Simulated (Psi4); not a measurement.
Br2Sn, charge +1, doublet, at a GFN2-xTB geometry (such geometries of metal compounds can be far from the true shape) (a state made from the parent by changing its charge; the spin is typed, not shown lowest) (all electrons, no relativity).

Psi4 was given this input:
```
memory 2 GB

molecule {
1 2
Sn   -0.02282736   -0.00101572    1.02101170
Br    1.03639339    1.68673076   -0.70481009
Br   -1.00378288   -1.68527973   -0.75377805
}

set {
  basis sto-3g
  reference uks
  scf_type pk
}

energy('b3lyp')
print_variables()
```

Question: What does this run give for the number of basis functions, nuclear repulsion energy, <S^2>, total energy?

Answer: 
| Property | Result |
|---|---|
| number of basis functions | 63 |
| nuclear repulsion energy | 867.0721 Eh |
| <S^2> | 0.757 |
| total energy | -11057.1359 Eh |

These values belong to the state on which the SCF converged, which isn't shown to be the lowest.
